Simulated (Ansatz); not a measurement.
CH$_{4}$BrNOSi (`C=N[SiH](O)Br`). Charge 0, multiplicity 1. Correlated methods include outer-core shells of Br, which these sets cover unevenly. Scalar relativity is left out up to krypton.

```xyz
9

C     1.759    0.182    0.264
N     0.556    0.384    0.574
Si   -0.802   -0.304   -0.244
O    -1.872    0.864   -0.611
Br   -1.659   -1.782    1.168
H     2.563    0.668    0.827
H     2.086   -0.471   -0.560
H    -0.484   -0.995   -1.512
H    -2.147    1.454    0.094
```

(1) Give the diagnostics of a CCSD(T)/def2-TZVPP run (frozen core, Ansatz 0.2.0). (An estimate is asked.)

Answers

(1) Computed: T1 = 0.0108, largest single amplitude 0.014, largest double 0.045, (T) share of the correlation energy 3.8 %, 9 CCSD cycles. The RHF solution is stable towards an unrestricted one. T1 lies under the customary mark of 0.02 for closed shells.
